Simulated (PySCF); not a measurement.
**Where the electron goes**

[Cu(NH3)2]+ (charge +1 and singlet state).
Geometry (PBE0-D3(BJ)/def2-SVP, Å), atoms numbered from 1 in this order:
```
atom  x, y, z in Å
Cu1    0.0003    0.0000    0.0000
N2    -0.0066   -0.0133    1.9295
H3    -0.4241    0.8309    2.3306
H4     0.9338   -0.0794    2.3288
H5    -0.5334   -0.8002    2.3184
N6     0.0066    0.0133   -1.9295
H7    -0.9360    0.0170   -2.3289
H8     0.4791   -0.8015   -2.3304
H9     0.4803    0.8333   -2.3185
```

Method used: TDDFT wB97X-D/def2-SVPD, vertical, gas phase, core orbitals frozen in the response (PySCF 2.14.0, density-fitted response routines).

Kohn–Sham orbitals with the atoms that hold most of them (Löwdin shares over 4%, at most four atoms; ? is withheld):

```tsv
orbital	ε (eV)	atoms
HOMO-3	-14.69	Cu1 95%
HOMO-2	-14.65	Cu1 99%
HOMO-1	-14.65	Cu1 99%
HOMO	-13.74	?
LUMO	?	Cu1 63%, N2 8%, N6 8%
LUMO+1	-2.16	Cu1 79%, N6 5%, N2 5%
LUMO+2	-2.16	Cu1 79%, N2 5%, N6 5%
```

Q: Give the leading atoms of the HOMO.

A: Cu1 (bonded to 2 N) 84%; N2 (bonded to Cu and 3 H) 4%; N6 (bonded to Cu and 3 H) 4%. By element: copper 84%, nitrogen 8%.

Q: What is the LUMO energy, and the HOMO–LUMO gap?

A: ε(LUMO) = -3.06 eV; the gap is 10.68 eV (0.3926 hartree).

Within 0.005 eV of a neighbour in this list lie HOMO-2/HOMO-1 and LUMO+1/LUMO+2.

Q: How does S1 compare with the orbital gap of 10.68 eV?

A: S1 is at 5.98 eV (f = 0.0000), 4.70 eV below the gap, made of HOMO-3→LUMO (82%). S1/S2 lie within about 0.01 eV of each other. Its leading pair isn't HOMO and LUMO; the energies of that pair differ by 11.63 eV. Without the coupling terms of the response equations the lowest excitation would equal the gap.

For S1 the Löwdin share of copper is 95% in HOMO-3 and 63% in LUMO (metal-centred by this measure).

Next come S2 at 5.98 eV (f 0.0000), HOMO-4→LUMO (82%); S3 at 6.07 eV (f 0.0000), HOMO→LUMO (94%); S4 at 6.08 eV (f 0.0000), HOMO-2/HOMO-1→LUMO (≥84%); S5 at 6.08 eV (f 0.0000), HOMO-2/HOMO-1→LUMO (≥84%).

Orbitals of the list HOMO-3 to LUMO+2 that lie within 0.01 eV of each other are written together with a slash and their weights summed (≥ marks a lower bound); for degenerate orbitals outside that list single weights are arbitrary.

Löwdin shares depend on the basis, the more so with diffuse functions.
